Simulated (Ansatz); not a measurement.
**A barrier at the coupled-cluster level**

Start structure (CH$_{9}$AsSi, singlet), relaxed at PBE0-D4/def2-TZVP:

Si1  (-0.160, -1.270, -0.829)
H2  (1.072, -0.468, -1.069)
H3  (-0.038, -2.536, -1.603)
H4  (-1.318, -0.507, -1.369)
C5  (-0.381, -1.626, 0.993)
H6  (1.747, 2.521, 0.130)
As7  (0.236, 2.420, 0.269)
H8  (-1.280, -2.222, 1.164)
H9  (-0.475, -0.693, 1.553)
H10  (0.474, -2.179, 1.387)
H11  (0.104, 3.901, 0.592)
H12  (0.021, 2.659, -1.217)
(Å)

The step: CH₆Si ([CH3][SiH3]) + AsH₃ → CH₇AsSi ([CH3][SiH2][AsH2]) + H₂; bonds formed: Si1–As7, H2–H6; bonds broken: Si1–H2, H6–As7. Computed with Ansatz 0.2.0 (basis: def2-TZVPP and def2-QZVPP); correlated methods freeze the cores. Filled d shells of the heavier atoms are correlated. The def2 sets are not built for correlating such inner shells, so the correlated values are less sure here. Extrapolation: Hartree–Fock as exp(−7.88 √X), correlation as X^−2.97. Energies below are by CCSD(T) at an estimated basis limit (MP2 extrapolated from triple and quadruple zeta, plus CCSD(T) − MP2 in triple zeta).

Q: What are the electronic barrier and the energy of the step, from the start structure to the end structure? (An estimate is asked for; the value comes from the calculation.)

A: The calculation gives: Barrier 256.6 kJ/mol; step energy -7.8 kJ/mol (downhill); reverse barrier, their difference, 264.3 kJ/mol. Barrier and step energy count from the start structure, the reverse barrier from the end structure.

The saddle point: One imaginary mode of 1357i cm⁻¹.
```tsv
pair	start (Å)	saddle (Å)	end (Å)
Si1–As7	3.87	2.70	2.37
H2–H6	3.29	1.03	0.75
Si1–H2	1.49	1.78	3.86
H6–As7	1.52	1.75	3.35
```

Zero-point energy (harmonic, PBE0-D4): ZPE is 219.9 kJ/mol at the start and 214.0 kJ/mol at the saddle, so the barrier goes from 256.6 to 250.6 kJ/mol.

The T1 diagnostic stays at or below 0.012.

Labels in which every atom is bracketed show which atoms are joined, not bond orders.

For scale, one of the runs: CCSD(T)/def2-TZVPP, 247 basis functions (an equivalent command: `ansatz run in.yaml --threads 4`). The run took 2.7 min on 4 CPU threads (shared host), with 4.9 GiB of host memory at its peak.
